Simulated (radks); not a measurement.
Values are calculated unless marked as measured or tabulated.
Spherical quantum dot in the effective-mass picture: electrons in a parabolic well V = omega^2 r^2 / 2 with omega = 3.96, with a point charge +1 (a donor) at the centre, all in effective atomic units (hartree* = m*/eps^2 hartree, bohr* = eps/m* bohr), one dielectric constant everywhere. Level of theory: non-relativistic Kohn-Sham, LDA (Slater exchange, Perdew-Wang correlation), spin-polarised, spherical densities (a radial shooting solver with Libxc functionals). Levels are named by radial order and angular momentum (1s, 1p, 1d, 2s, ...), and open shells are averaged over m.

N = 13, configuration 1s2 1p6 1d(up 3, down 0) 2s2. This is the lowest configuration that the search found. Occupied and some empty levels:

level,occupation,eigenvalue (hartree*),<r> (bohr*)
1s up,1,17.925,0.6246
1s down,1,18.023,0.6198
1p up,3,21.149,0.8536
1p down,3,21.291,0.8519
2s up,1,24.091,0.9008
2s down,1,24.198,0.9041
1d up,3,24.267,1.007
1d down,0,24.419,1.008
1f up,0,27.494,1.131
1f down,0,27.641,1.133
2p up,0,27.793,1.041
2p down,0,27.892,1.043
1g up,0,30.834,1.239
1g down,0,30.967,1.242

Energy (hartree*): total 200.449, kinetic 57.554, external 67.151, Hartree 87.681, exchange-correlation -11.938.

Electron density:

r (bohr*),n(r) (e/bohr*^3)
0.0830,7.149
0.222,5.103
0.360,3.631
0.499,2.763
0.638,2.289
0.776,1.917
0.915,1.477
1.05,0.9844
1.19,0.5552
1.33,0.2598
1.47,0.1008
1.61,0.03277
1.75,0.008805
